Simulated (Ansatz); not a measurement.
Consider the redistribution: `CCBC[SiH3]` + `C/N=[CH]\[GeH3]` → `[SiH3]/N=[CH]\[GeH3]` + `CCBCC`.

Isolated molecules relaxed with PBE0-D4/def2-TZVP in Ansatz; ΔE leaves out vibrations. CCSD(T)/CBS is the MP2 limit (def2-TZVPP, def2-QZVPP) plus CCSD(T) − MP2 in def2-TZVPP, frozen cores. Double bonds are as drawn, so ΔE can hold a change between cis and trans. Functionals use def2-TZVPP. For Ge outer-core shells are correlated without core-valence functions, which leaves a few kJ/mol of doubt a bond. Scalar relativity is left out up to krypton. Each species was taken in one conformer, which may not be the lowest.

`CCBC[SiH3]`:

Z-matrix (Å, degrees):
```
C
C 1 1.525
H 1 1.093 2 111.1
H 1 1.093 2 112.1 3 120.1
H 1 1.093 2 111.0 3 -119.1
B 2 1.561 1 116.8 3 66.3
H 2 1.097 1 111.2 3 -63.6
H 2 1.106 1 109.1 3 -177.9
C 6 1.544 2 122.5 1 -151.0
H 6 1.205 2 118.8 1 28.3
Si 9 1.888 6 107.4 2 94.4
H 9 1.094 6 114.2 2 -149.8
H 9 1.095 6 114.2 2 -22.0
H 11 1.487 9 111.0 6 61.3
H 11 1.488 9 110.6 6 -59.0
H 11 1.487 9 109.8 6 -178.6
```

`C/N=[CH]\[GeH3]`:

Z-matrix (Å, degrees):
```
C
N 1 1.435
H 1 1.093 2 108.8
H 1 1.093 2 108.9 3 -116.0
H 1 1.100 2 114.7 3 122.0
C 2 1.261 1 120.3 3 -121.2
Ge 6 1.986 2 128.7 1 0.0
H 6 1.095 2 116.1 1 180.0
H 7 1.538 6 111.7 2 -61.6
H 7 1.538 6 111.7 2 60.3
H 7 1.537 6 106.6 2 179.4
```

`[SiH3]/N=[CH]\[GeH3]`:

```xyz
11

Si   -1.023   -1.380    0.797
N    -0.096   -0.041    1.404
C     0.558    0.833    0.776
Ge    0.790    1.027   -1.198
H    -0.443   -2.616    1.374
H    -2.416   -1.204    1.273
H    -1.025   -1.489   -0.693
H     1.079    1.601    1.370
H    -0.572    1.228   -1.880
H     1.473   -0.219   -1.782
H     1.675    2.260   -1.443
```

`CCBCC`:

Z-matrix (Å, degrees):
```
C
C 1 1.524
H 1 1.093 2 111.1
H 1 1.093 2 111.0 3 119.1
H 1 1.093 2 112.2 3 -120.1
B 2 1.559 1 117.6 3 -67.0
H 2 1.097 1 111.4 3 63.7
H 2 1.107 1 109.2 3 177.8
C 6 1.558 2 122.3 1 154.2
H 6 1.207 2 118.8 1 -25.8
C 9 1.524 6 117.6 2 154.8
H 9 1.107 6 101.8 2 -85.9
H 9 1.097 6 111.6 2 24.2
H 11 1.093 9 111.0 6 52.2
H 11 1.093 9 111.1 6 -66.9
H 11 1.093 9 112.2 6 173.0
```

```json
{"level": "r2SCAN-D4", "ΔE (kJ/mol)": "-18.2", "difference from CCSD(T)/CBS": "3.3"}
{"level": "B2PLYP", "ΔE (kJ/mol)": "-25.0", "difference from CCSD(T)/CBS": "-3.5"}
{"level": "PBE", "ΔE (kJ/mol)": "-15.2", "difference from CCSD(T)/CBS": "6.3"}
{"level": "r2SCAN", "ΔE (kJ/mol)": "-18.7", "difference from CCSD(T)/CBS": "2.8"}
{"level": "HF/def2-TZVPP", "ΔE (kJ/mol)": "-36.4", "difference from CCSD(T)/CBS": "-14.9"}
{"level": "CCSD/def2-TZVPP", "ΔE (kJ/mol)": "-22.7", "difference from CCSD(T)/CBS": "-1.2"}
{"level": "MP2/def2-QZVPP", "ΔE (kJ/mol)": "-22.3", "difference from CCSD(T)/CBS": "-0.8"}
{"level": "SCS-MP2/def2-QZVPP", "ΔE (kJ/mol)": "-25.5", "difference from CCSD(T)/CBS": "-4.0"}
{"level": "HF/CBS(def2)", "ΔE (kJ/mol)": "-37.3", "difference from CCSD(T)/CBS": "-15.8"}
{"level": "MP2/CBS(def2)", "ΔE (kJ/mol)": "-22.6", "difference from CCSD(T)/CBS": "-1.1"}
{"level": "CCSD(T)/CBS", "ΔE (kJ/mol)": "-21.5", "difference from CCSD(T)/CBS": "0"}
```

Largest T1 diagnostic among the species: 0.013.

In def2-TZVPP, CCSD(T) changes the Hartree–Fock value by +16.3 kJ/mol (the triples alone add +2.6 kJ/mol) and MP2 by +15.2 kJ/mol.

CCSD(T)/CBS has its own doubt, a few kJ/mol and more with outer-core shells, so smaller differences from it don't rank the levels.
